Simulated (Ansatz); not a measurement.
AuH, closed-shell singlet (the spin of the measured ground state), most abundant isotopes (196.9666 and 1.0078 u). Constants from fifth-degree fits in 1/R to seven points on the lowest solution found; no spin–orbit coupling, no relativity up to Kr; ω_e x_e and α_e move by some per cent with the fit.

Correlated levels freeze the inner cores; with def2 sets outer-core shells near the valence are correlated too. CBS(a, b) extrapolates the correlation energy as X⁻³ and adds the Hartree–Fock energy of set b.

Programs: Ansatz (Gaussian basis) for Hartree–Fock, density functionals and correlated methods. Each number belongs to the level named beside it. In def2 rows elements past Kr take small-core potentials, without spin–orbit coupling.

At CCSD(T)/CBS(def2-TZVPP, def2-QZVPP): B₀ = 7.2637 cm⁻¹, fundamental 2242 cm⁻¹.

Task: Taking the state as ¹Σ, work out the ideal-gas entropy and heat capacity at 298.15 K and 1 bar (rigid rotor, harmonic oscillator at the fundamental, no nuclear spin).

Result: 
Translation: S = R(1.5 ln M + 2.5 ln T − 1.1517) with M = 197.974 u gives 174.81 J/(mol K). Rotation: q = kT/(σhcB₀) = 28.5 with σ = 1 and hc/k = 1.43878 cm K, S = R(ln q + 1) = 36.18. Vibration: u = hcν/kT = 10.817, S = R(u/(eᵘ − 1) − ln(1 − e⁻ᵘ)) = 0.00. Sum S° = 211.0 J/(mol K). C_p = 7R/2 + R u² eᵘ/(eᵘ − 1)² = 29.12 J/(mol K).

Ansatz is a first-principles code.
